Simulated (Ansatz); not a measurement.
The same group exchange along the group O, S, Te.

Computed with Ansatz on PBE0-D4/def2-TZVP structures; ΔE is electronic, products minus reactants. CBS: MP2 limit from def2 TZ/QZ plus the TZ coupled-cluster correction, frozen cores. def2 core potentials past Kr. For Te outer-core shells are correlated without core-valence functions, which leaves a few kJ/mol of doubt a bond. Each species was taken in one conformer, which may not be the lowest.

```csv
reaction,CCSD(T)/CBS(def2) (eV)
`C[CH2][AlH][OH]` + `B1N[SiH2]1` → `OB1N[SiH2]1` + `C[CH2][AlH2]`,0.52
`C[CH2][AlH][SH]` + `B1N[SiH2]1` → `SB1N[SiH2]1` + `C[CH2][AlH2]`,?
`C[CH2][AlH][TeH]` + `B1N[SiH2]1` → `[TeH]B1N[SiH2]1` + `C[CH2][AlH2]`,0.82
```

Question: Fill in the missing values. (Best estimate.)

Answer: Ansatz gave: `C[CH2][AlH][SH]` + `B1N[SiH2]1` → `SB1N[SiH2]1` + `C[CH2][AlH2]`: +0.69 eV.

Largest T1 diagnostic: 0.014, for `B1N[SiH2]1`.
